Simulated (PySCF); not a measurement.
**Br⁺: script and output**

The script input.py:

```python
from pyscf import gto, scf

mol = gto.M(
    atom='Br 0 0 0',
    basis='cc-pvdz-dk',
    charge=1,
    spin=2,
    symmetry=True,
    verbose=4,
)
mf = scf.UHF(mol)
mf = mf.sfx2c1e()
mf.kernel()
mf.analyze()
print('orbital energies (hartree):', [e[max(0, n-3):n+3].round(4) for e, n in zip(mf.mo_energy, mol.nelec)])
```

```bash
$ OMP_NUM_THREADS=1 python input.py
```

The log (some set-up lines and the per-cycle HOMO/LUMO lines with their warnings removed):

```
PySCF version 2.14.0

[INPUT] verbose = 4
[INPUT] num. atoms = 1
[INPUT] num. electrons = 34
[INPUT] charge = 1
[INPUT] spin (= nelec alpha-beta = 2S) = 2
[INPUT] symmetry True subgroup None
[INPUT] Mole.unit = angstrom
[INPUT] Symbol           X                Y                Z      unit          X                Y                Z       unit  Magmom
[INPUT]  1 Br     0.000000000000   0.000000000000   0.000000000000 AA    0.000000000000   0.000000000000   0.000000000000 Bohr   0.0

nuclear repulsion = 0
point group symmetry = SO3
symmetry origin: [0. 0. 0.]
symmetry axis x: [1. 0. 0.]
symmetry axis y: [0. 1. 0.]
symmetry axis z: [0. 0. 1.]
num. orbitals of irrep s+0 = 5
num. orbitals of irrep p-1 = 4
num. orbitals of irrep p+0 = 4
num. orbitals of irrep p+1 = 4
num. orbitals of irrep d-2 = 2
num. orbitals of irrep d-1 = 2
num. orbitals of irrep d+0 = 2
num. orbitals of irrep d+1 = 2
num. orbitals of irrep d+2 = 2
number of shells = 6
number of NR pGTOs = 77
number of NR cGTOs = 27
basis = cc-pvdz-dk
ecp = {}

******** <class 'pyscf.x2c.sfx2c1e.sfX2C1eSymAdaptedUHF'> ********
method = sfX2C1eSymAdaptedUHF
initial guess = minao
damping factor = 0
level_shift factor = 0
DIIS = <class 'pyscf.scf.diis.CDIIS'>
diis_start_cycle = 1
diis_space = 8
diis_damp = 0
SCF conv_tol = 1e-09
SCF conv_tol_grad = None
SCF max_cycles = 50
direct_scf = True
direct_scf_tol = 1e-13
number electrons alpha = 18  beta = 16

******** <class 'pyscf.x2c.sfx2c1e.SpinFreeX2CHelper'> ********
approx = 1e
xuncontract = 1
Freeze 0 electrons in irreps []
    34 free electrons in irreps s+0 p-1 p+0 p+1 d-2 d-1 d+0 d+1 d+2
Set gradient conv threshold to 3.16228e-05
init E= -2604.13234491235

cycle= 1 E= -2603.87949774107  delta_E= 0.253  |g|= 0.23  |ddm|= 0.75
cycle= 2 E= -2603.91693139703  delta_E= -0.0374  |g|= 0.0545  |ddm|= 0.376
cycle= 3 E= -2603.91774302013  delta_E= -0.000812  |g|= 0.00851  |ddm|= 0.0356
cycle= 4 E= -2603.91781241639  delta_E= -6.94e-05  |g|= 0.00255  |ddm|= 0.0154
cycle= 5 E= -2603.91782055156  delta_E= -8.14e-06  |g|= 0.000388  |ddm|= 0.00694
cycle= 6 E= -2603.91782074791  delta_E= -1.96e-07  |g|= 4.48e-05  |ddm|= 0.00112
cycle= 7 E= -2603.91782075041  delta_E= -2.5e-09  |g|= 4.45e-06  |ddm|= 0.000108
cycle= 8 E= -2603.91782075043  delta_E= -2.32e-11  |g|= 4.29e-07  |ddm|= 9.88e-06
Extra cycle  E= -2603.91782075043  delta_E= 9.09e-13  |g|= 1.15e-07  |ddm|= 7.22e-07
converged SCF energy = -2603.91782075043  <S^2> = 2.0006608  2S+1 = 3.0004405
**** SCF Summaries ****
Total Energy =                       -2603.917820750432384
Nuclear Repulsion Energy =               0.000000000000000
One-electron Energy =                -3608.281712473362859
Two-electron Energy =                 1004.363891722930589
Two-electron Coulomb Energy =         1095.270727541739006
DFT Exchange-Correlation Energy =      -90.906835818808418
**** MO energy ****
[11 lines left out]
alpha MO #12 (d-1 #1), energy= -3.56631458341415 occ= 1
alpha MO #13 (d-2 #1), energy= -3.5663071087576 occ= 1
alpha MO #14 (d+2 #1), energy= -3.56630710877259 occ= 1
alpha MO #15 (s+0 #4), energy= -1.49476529528674 occ= 1
alpha MO #16 (p+0 #3), energy= -0.886208897881964 occ= 1
alpha MO #17 (p+1 #3), energy= -0.886178501617909 occ= 1
alpha MO #18 (p-1 #3), energy= -0.826984357358769 occ= 1
alpha MO #19 (s+0 #5), energy= 0.255020199263849 occ= 0
alpha MO #20 (d+1 #2), energy= 0.319667696315863 occ= 0
alpha MO #21 (d+0 #2), energy= 0.33357749806409 occ= 0
[6 lines left out]
[9 lines left out]
beta  MO #10 (d+1 #1), energy= -3.56607888294765 occ= 1
beta  MO #11 (d+0 #1), energy= -3.56227969684084 occ= 1
beta  MO #12 (d-2 #1), energy= -3.55471065650523 occ= 1
beta  MO #13 (d+2 #1), energy= -3.55471065652023 occ= 1
beta  MO #14 (d-1 #1), energy= -3.55469682516426 occ= 1
beta  MO #15 (s+0 #4), energy= -1.26954286769224 occ= 1
beta  MO #16 (p-1 #3), energy= -0.765080424785265 occ= 1
beta  MO #17 (p+1 #3), energy= -0.369898904941665 occ= 0
beta  MO #18 (p+0 #3), energy= -0.36987472501069 occ= 0
beta  MO #19 (s+0 #5), energy= 0.299628735812005 occ= 0
[8 lines left out]
 ** Mulliken pop alpha/beta on meta-lowdin orthogonal AOs **
 ** Mulliken pop       alpha | beta **
pop of  0 Br 1s        1.00000 | 1.00000
pop of  0 Br 2s        1.00000 | 1.00000
pop of  0 Br 3s        0.99967 | 0.99973
pop of  0 Br 4s        0.99829 | 0.99864
pop of  0 Br 5s        0.00204 | 0.00163
pop of  0 Br 2px       1.00000 | 1.00000
pop of  0 Br 2py       1.00000 | 1.00000
pop of  0 Br 2pz       1.00000 | 1.00000
pop of  0 Br 3px       1.00000 | 0.99994
pop of  0 Br 3py       1.00000 | 1.00000
pop of  0 Br 3pz       1.00000 | 0.99994
pop of  0 Br 4px       0.99201 | 0.00006
[15 lines left out]
In total            18.00000 | 16.00000
 ** Mulliken atomic charges   ( Nelec_alpha | Nelec_beta ) **
charge of  0Br =      1.00000  (    18.00000     16.00000 )
Dipole moment(X, Y, Z, Debye):  0.00000,  0.00000,  0.00000
orbital energies (hartree): [array([-0.8862, -0.8862, -0.827 ,  0.255 ,  0.3197,  0.3336]), array([-3.5547, -1.2695, -0.7651, -0.3699, -0.3699,  0.2996])]
```

In short: E(SCF) = -2603.917821 Eh, 8 cycles, ⟨S²⟩ = 2.001.

Hardware: Arm Neoverse V1, 1 thread, shared host. Wall time 1 s, peak memory 0.12 GiB.

No search for the lowest solution was made.
